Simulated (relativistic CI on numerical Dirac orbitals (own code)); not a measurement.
## Calculated levels, Cu⁴⁺

Calculated at this level of theory: Dirac-Coulomb-Breit CI, orbitals from a KLI potential per configuration, QED by a radiative potential, valence Slater integrals scaled by 0.85, P86 correlation energy added to each configuration (own radial code, finite nucleus).

CI space (outside the closed core [Ne]): 3s²3p⁶3d⁷, 3s²3p⁶3d⁶4s, 3s²3p⁶3d⁶4p, 3s²3p⁵3d⁸, 3s²3p⁶3d⁶4d, 3s²3p⁶3d⁶5s, 3s²3p⁶3d⁶5p, 3s²3p⁶3d⁵4s², 3s²3p⁶3d⁶4f, 3s²3p⁶3d⁶5d, 3s²3p⁶3d⁵4s4p, 3s²3p⁶3d⁶5g, 3s²3p⁴3d⁹, 3s3p⁶3d⁸. Levels of other configurations are missing.

| No. | Configuration | Term | J | E (cm⁻¹) | % | Next component (%) | Landé g |
| --- | --- | --- | --- | --- | --- | --- | --- |
| 41 | 3d⁶(3H)4s | ²H | 9/2 | 228440 | 82 | 11 ⁴G | 0.961 |
| 42 | 3d⁶(3G)4s | ⁴G | 11/2 | 228676 | 55 | 42 ²H | 1.191 |
| 43 | 3d⁶(3G)4s | ⁴G | 9/2 | 229059 | 78 | 12 ²H | 1.140 |
| 44 | 3d⁶(3G)4s | ⁴G | 7/2 | 229353 | 85 | 9 ⁴F | 1.007 |
| 45 | 3d⁶(3G)4s | ⁴G | 5/2 | 229437 | 89 | 6 ⁴F | 0.611 |
| 46 | 3d⁶(3P)4s | ²P | 3/2 | 230973 | 92 | 6 ⁴P | 1.353 |
| 47 | 3d⁶(3F)4s | ²F | 7/2 | 231861 | 84 | 11 ²G | 1.109 |
| 48 | 3d⁶(3F)4s | ²F | 5/2 | 232964 | 94 | 5 ⁴G | 0.845 |
| 49 | 3d⁶(3P)4s | ²P | 1/2 | 233727 | 95 | 3 ⁴D | 0.687 |
| 50 | 3d⁶(3G)4s | ²G | 9/2 | 235222 | 96 | 3 ²H | 1.106 |
| 51 | 3d⁶(3G)4s | ²G | 7/2 | 236318 | 92 | 8 ²F | 0.908 |
| 52 | 3d⁶(1I)4s | ²I | 13/2 | 237222 | 99 | 1 ⁴H | 1.077 |
| 53 | 3d⁶(1I)4s | ²I | 11/2 | 237305 | 98 | 1 ²H | 0.925 |
| 54 | 3d⁶(3D)4s | ⁴D | 3/2 | 238200 | 98 | 1 ²D | 1.200 |
| 55 | 3d⁶(3D)4s | ⁴D | 5/2 | 238224 | 98 | 1 ²D | 1.371 |
| 56 | 3d⁶(3D)4s | ⁴D | 1/2 | 238268 | 98 | 2 ²P | 0.016 |
| 57 | 3d⁶(3D)4s | ⁴D | 7/2 | 238458 | 99 |  | 1.427 |
| 58 | 3d⁶(1G)4s | ²G | 9/2 | 239993 | 97 | 2 ⁴F | 1.111 |
| 59 | 3d⁶(1G)4s | ²G | 7/2 | 240105 | 95 | 4 ²F | 0.897 |
| 60 | 3d⁶(3D)4s | ²D | 3/2 | 245046 | 99 | 1 ²P | 0.802 |
| 61 | 3d⁶(3D)4s | ²D | 5/2 | 245348 | 99 | 1 ²F | 1.198 |
| 62 | 3d⁶(1S)4s | ²S | 1/2 | 247148 | 96 | 2 ⁴P | 1.990 |
| 63 | 3d⁶(1D)4s | ²D | 5/2 | 250327 | 98 | 1 ⁴D | 1.201 |
| 64 | 3d⁶(1D)4s | ²D | 3/2 | 250435 | 98 | 1 ⁴F | 0.801 |
| 65 | 3d⁶(1F)4s | ²F | 7/2 | 258105 | 97 | 2 ⁴F | 1.145 |
| 66 | 3d⁶(1F)4s | ²F | 5/2 | 258123 | 98 | 2 ⁴F | 0.860 |
| 67 | 3d⁶(3P)4s | ⁴P | 1/2 | 266117 | 99 |  | 2.658 |
| 68 | 3d⁶(3F)4s | ⁴F | 3/2 | 266926 | 99 |  | 0.403 |
| 69 | 3d⁶(3F)4s | ⁴F | 9/2 | 266976 | 99 | 1 ²G | 1.332 |
| 70 | 3d⁶(3P)4s | ⁴P | 3/2 | 267110 | 98 | 1 ²P | 1.727 |
| 71 | 3d⁶(3F)4s | ⁴F | 5/2 | 267122 | 98 | 2 ²F | 1.026 |
| 72 | 3d⁶(3F)4s | ⁴F | 7/2 | 267206 | 97 | 2 ²F | 1.235 |
| 73 | 3d⁶(3P)4s | ⁴P | 5/2 | 268912 | 99 |  | 1.599 |
| 74 | 3d⁶(5D)4p | ⁶D° | 9/2 | 269149 | 97 | 2 ⁶F° | 1.551 |
| 75 | 3d⁶(5D)4p | ⁶D° | 7/2 | 269488 | 94 | 2 ⁶F° | 1.584 |
| 76 | 3d⁶(5D)4p | ⁶D° | 5/2 | 270007 | 96 | 2 ⁶F° | 1.653 |
| 77 | 3d⁶(5D)4p | ⁶D° | 3/2 | 270436 | 97 | 1 ⁶F° | 1.860 |
| 78 | 3d⁶(5D)4p | ⁶D° | 1/2 | 270712 | 99 | 1 ⁴P° | 3.319 |
| 79 | 3d⁶(3P)4s | ²P | 1/2 | 273581 | 99 |  | 0.675 |
| 80 | 3d⁶(3F)4s | ²F | 7/2 | 273917 | 97 | 2 ²G | 1.137 |
| 81 | 3d⁶(3F)4s | ²F | 5/2 | 274002 | 99 |  | 0.857 |
| 82 | 3d⁶(3P)4s | ²P | 3/2 | 275693 | 99 | 1 ⁴P | 1.335 |
| 83 | 3d⁶(5D)4p | ⁶F° | 11/2 | 276123 | 100 |  | 1.454 |
| 84 | 3d⁶(5D)4p | ⁶F° | 9/2 | 276247 | 92 | 4 ⁴F° | 1.433 |
| 85 | 3d⁶(5D)4p | ⁶F° | 7/2 | 276299 | 90 | 3 ⁴F° | 1.402 |
| 86 | 3d⁶(5D)4p | ⁶F° | 5/2 | 276393 | 93 | 3 ⁴D° | 1.318 |
| 87 | 3d⁶(5D)4p | ⁶F° | 3/2 | 276445 | 95 | 3 ⁴D° | 1.073 |
| 88 | 3d⁶(5D)4p | ⁶F° | 1/2 | 276468 | 96 | 3 ⁴D° | -0.638 |
| 89 | 3d⁶(5D)4p | ⁶P° | 7/2 | 278402 | 85 | 9 ⁴D° | 1.678 |
| 90 | 3d⁶(1G)4s | ²G | 9/2 | 278883 | 99 | 1 ⁴F | 1.112 |
| 91 | 3d⁶(1G)4s | ²G | 7/2 | 278981 | 97 | 2 ²F | 0.894 |
| 92 | 3d⁶(5D)4p | ⁶P° | 5/2 | 280246 | 91 | 6 ⁴D° | 1.846 |
| 93 | 3d⁶(5D)4p | ⁴D° | 7/2 | 281228 | 87 | 10 ⁶P° | 1.455 |
| 94 | 3d⁶(5D)4p | ⁶P° | 3/2 | 281443 | 96 | 2 ⁴D° | 2.369 |
| 95 | 3d⁶(5D)4p | ⁴F° | 9/2 | 281695 | 94 | 5 ⁶F° | 1.338 |
| 96 | 3d⁶(5D)4p | ⁴D° | 5/2 | 282074 | 90 | 7 ⁶P° | 1.403 |
| 97 | 3d⁶(5D)4p | ⁴D° | 3/2 | 282688 | 94 | 2 ⁶F° | 1.222 |
| 98 | 3d⁶(5D)4p | ⁴D° | 1/2 | 283063 | 96 | 3 ⁶F° | -0.015 |
| 99 | 3d⁶(5D)4p | ⁴F° | 7/2 | 283163 | 95 | 4 ⁶F° | 1.246 |
| 100 | 3d⁶(5D)4p | ⁴F° | 5/2 | 284154 | 97 | 2 ⁶F° | 1.036 |
| 101 | 3d⁶(5D)4p | ⁴F° | 3/2 | 284819 | 98 | 1 ⁶F° | 0.408 |
| 102 | 3d⁶(5D)4p | ⁴P° | 5/2 | 286610 | 99 |  | 1.600 |
| 103 | 3d⁶(5D)4p | ⁴P° | 3/2 | 287618 | 99 |  | 1.735 |
| 104 | 3d⁶(5D)4p | ⁴P° | 1/2 | 288144 | 99 |  | 2.667 |
| 105 | 3d⁶(3H)4p | ⁴G° | 11/2 | 300592 | 81 | 11 ⁴H° | 1.236 |
| 106 | 3d⁶(3H)4p | ⁴I° | 13/2 | 300972 | 48 | 41 ⁴H° | 1.154 |
| 107 | 3d⁶(3H)4p | ⁴I° | 11/2 | 301014 | 50 | 31 ⁴H° | 1.065 |
| 108 | 3d⁶(3H)4p | ⁴I° | 9/2 | 301129 | 52 | 40 ⁴H° | 0.855 |
| 109 | 3d⁶(3H)4p | ⁴G° | 9/2 | 301344 | 91 | 3 ⁴F° | 1.163 |
| 110 | 3d⁶(3H)4p | ⁴H° | 7/2 | 301726 | 56 | 25 ²G° | 0.791 |

Energies count from the lowest computed level; ° marks odd parity. Percentages are summed over parent terms; the parents shown are those of the largest component, closed shells are left out there.

The mean weight of the leading LS term, summed over parents, in these 70 levels is 92 %, and that of the leading jj configuration (from the same eigenvectors) 44 %, so LS coupling describes them better.

At this charge configurations can still be misplaced by up to about 7 % of their energy. 63 of the 63 excited levels that our extract of the measured tables holds in this range could be paired (the sources list more); they are missed by 2251 cm⁻¹ on average and 6157 at most, and levels without a partner can miss by more.
